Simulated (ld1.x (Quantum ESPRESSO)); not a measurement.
**Reading a pseudo-wave (thallium (Tl))**

Columns: radius, all-electron u(r) and pseudo u(r) of the 6p shell (level -8.44 eV) of thallium in the configuration [Xe] 4f14 5d10 6s2 6p0; LDA (PZ), scalar-relativistic, TM scheme, ld1.x (Quantum ESPRESSO) 7.5.

```json
{"r (bohr)": "0.148", "all-electron": "-0.1078", "pseudo": "0.0029"}
{"r (bohr)": "0.295", "all-electron": "0.1613", "pseudo": "0.0116"}
{"r (bohr)": "0.443", "all-electron": "0.0622", "pseudo": "0.0264"}
{"r (bohr)": "0.590", "all-electron": "-0.1557", "pseudo": "0.0473"}
{"r (bohr)": "0.738", "all-electron": "-0.2678", "pseudo": "0.0748"}
{"r (bohr)": "0.885", "all-electron": "-0.2556", "pseudo": "0.1089"}
{"r (bohr)": "1.033", "all-electron": "-0.1643", "pseudo": "0.1501"}
{"r (bohr)": "1.180", "all-electron": "-0.0387", "pseudo": "0.1978"}
{"r (bohr)": "1.328", "all-electron": "0.0943", "pseudo": "0.2519"}
{"r (bohr)": "1.475", "all-electron": "0.2176", "pseudo": "0.3104"}
{"r (bohr)": "1.623", "all-electron": "0.3257", "pseudo": "0.3717"}
{"r (bohr)": "1.770", "all-electron": "0.4149", "pseudo": "0.4321"}
{"r (bohr)": "1.918", "all-electron": "0.4863", "pseudo": "0.4889"}
{"r (bohr)": "2.065", "all-electron": "0.5406", "pseudo": "0.5378"}
{"r (bohr)": "2.213", "all-electron": "0.5801", "pseudo": "0.5770"}
{"r (bohr)": "2.360", "all-electron": "0.6063", "pseudo": "0.6044"}
{"r (bohr)": "2.508", "all-electron": "0.6214", "pseudo": "0.6208"}
{"r (bohr)": "2.655", "all-electron": "0.6270", "pseudo": "0.6269"}
{"r (bohr)": "2.802", "all-electron": "0.6249", "pseudo": "0.6249"}
{"r (bohr)": "2.950", "all-electron": "0.6163", "pseudo": "0.6163"}
{"r (bohr)": "3.098", "all-electron": "0.6025", "pseudo": "0.6025"}
{"r (bohr)": "3.245", "all-electron": "0.5847", "pseudo": "0.5847"}
{"r (bohr)": "3.393", "all-electron": "0.5638", "pseudo": "0.5638"}
{"r (bohr)": "3.540", "all-electron": "0.5406", "pseudo": "0.5406"}
{"r (bohr)": "3.688", "all-electron": "0.5157", "pseudo": "0.5157"}
{"r (bohr)": "3.835", "all-electron": "0.4900", "pseudo": "0.4900"}
```

How many radial nodes do the two functions have?

The all-electron 6p function has n − l − 1 = 4 (the table is too coarse to show those close to the nucleus); the pseudo-wave has 0, since the states of the same l below it are removed with the core.

At about which radius was the pseudo-wave matched?

2.95 bohr. The columns agree to 0.0005 from 2.65 bohr on; several derivatives are matched, so the curves merge somewhat inside the radius.

Is the pseudo-wave norm-conserving?

Yes: the TM scheme keeps the norm inside the radius equal to the all-electron one, which fixes the energy derivative of the logarithmic derivative at the level.
